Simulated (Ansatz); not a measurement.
ReO3Br (ReBrO₃). The state is a triplet with charge 0. Geometry PBE0-D4/def2-SVP, that of the neutral singlet; atoms count from 1.

```tsv
atom	x (Å)	y (Å)	z (Å)
Re1	0.1003	0.0135	0.0883
O2	1.3708	-1.0240	-0.3237
O3	0.6612	1.6091	0.0776
O4	-0.4487	-0.3711	1.6412
Br5	-1.6836	-0.2276	-1.4834
```

In the def2 sets Re takes a core potential; there is no spin–orbit coupling. At PBE0-D4/def2-TZVP a singlet of charge 0 lies 4.05 eV below the triplet at the same geometry.

Estimate the Mulliken populations from the PBE0/def2-TZVP orbitals of Ansatz.


| atom | charge (e) | spin (α − β) | d electrons |
| --- | --- | --- | --- |
| Re1 | 1.31 | 0.50 | 4.66 |
| O2 | -0.34 | 0.55 | – |
| O3 | -0.44 | 0.04 | – |
| O4 | -0.29 | 0.80 | – |
| Br5 | -0.24 | 0.12 | – |
Mulliken values and Mayer orders depend strongly on the basis.

Where does the spin sit?

Summed by element: Re 0.50, O 1.38, Br 0.12, of 2 unpaired in all. Largest on single atoms: O4 0.80, O2 0.55, Re1 0.50.

And the Mayer bond orders between bonded heavy atoms (over 0.3)?

Re1–O2 1.67 (1.69 Å); Re1–O3 1.93 (1.69 Å); Re1–O4 1.43 (1.69 Å); Re1–Br5 1.04 (2.39 Å).
